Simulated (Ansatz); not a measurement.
Total energies of CH$_{4}$NOSb (`O=C[NH][SbH2]`).

```xyz
8

O     0.6887    0.8789   -1.5938
C     0.6461    1.1374   -0.4042
N    -0.0757    0.4104    0.4574
Sb   -1.1288   -1.1203   -0.4570
H     1.2012    1.9867    0.0332
H    -0.0459    0.6246    1.4413
H     0.2221   -2.1653   -0.5757
H    -1.5077   -1.7525    1.0988
```

The species carries charge 0 and has multiplicity 1. Correlated methods include outer-core shells of Sb, which these sets cover unevenly. Sb takes the def2 core potential. The geometry is a stationary point of PBE0-D4/def2-TZVP. It is one conformer, not always the lowest. Basis def2-TZVPP, Ansatz 0.2.0.

RPA on PBE orbitals: Hartree–Fock energy of these orbitals -408.77650 Eh, correlation -1.43965 Eh (frozen core).

```json
{"functional": "revPBE", "energy without D4 (Eh)": "-410.81205", "D4 term (kJ/mol)": "-53.2"}
{"functional": "B97M-V", "energy without D4 (Eh)": "-410.78447", "D4 term (kJ/mol)": "–"}
{"functional": "PBE0", "energy without D4 (Eh)": "-410.62715", "D4 term (kJ/mol)": "-14.4"}
{"functional": "r2SCANh", "energy without D4 (Eh)": "-410.79342", "D4 term (kJ/mol)": "-4.2"}
{"functional": "HSE06 (plane-wave form)", "energy without D4 (Eh)": "-410.61700", "D4 term (kJ/mol)": "-13.4"}
{"functional": "BHLYP", "energy without D4 (Eh)": "-410.64776", "D4 term (kJ/mol)": "-22.0"}
{"functional": "CAM-B3LYP", "energy without D4 (Eh)": "-410.73318", "D4 term (kJ/mol)": "-14.6"}
{"functional": "ωB97X-V", "energy without D4 (Eh)": "-410.73785", "D4 term (kJ/mol)": "–"}
{"functional": "ωB97M-V", "energy without D4 (Eh)": "-410.71267", "D4 term (kJ/mol)": "–"}
{"functional": "PBE-QIDH", "energy without D4 (Eh)": "-410.39950", "D4 term (kJ/mol)": "–"}
```

Q: Give the same for LDA (SPW92), PBE, BLYP, r2SCAN, B3LYP, r2SCAN0, LC-ωPBE, B2PLYP. (Best estimate.)

A: Computed: 
```json
{"functional": "LDA (SPW92)", "energy without D4 (Eh)": "-409.09968", "D4 term (kJ/mol)": "–"}
{"functional": "PBE", "energy without D4 (Eh)": "-410.61769", "D4 term (kJ/mol)": "-17.2"}
{"functional": "BLYP", "energy without D4 (Eh)": "-410.72435", "D4 term (kJ/mol)": "-38.5"}
{"functional": "r2SCAN", "energy without D4 (Eh)": "-410.81822", "D4 term (kJ/mol)": "-3.9"}
{"functional": "B3LYP", "energy without D4 (Eh)": "-410.89949", "D4 term (kJ/mol)": "-28.1"}
{"functional": "r2SCAN0", "energy without D4 (Eh)": "-410.75761", "D4 term (kJ/mol)": "-4.7"}
{"functional": "LC-ωPBE", "energy without D4 (Eh)": "-410.73656", "D4 term (kJ/mol)": "–"}
{"functional": "B2PLYP", "energy without D4 (Eh)": "-410.47850", "D4 term (kJ/mol)": "–"}
```

B3LYP takes the VWN-RPA correlation (the form of Gaussian; ORCA's B3LYP/G). HSE06 is the plane-wave form, built on full-range PBE exchange. The double hybrids freeze the cores in their second-order part.

LC-ωPBE has ω = 0.4 bohr⁻¹.
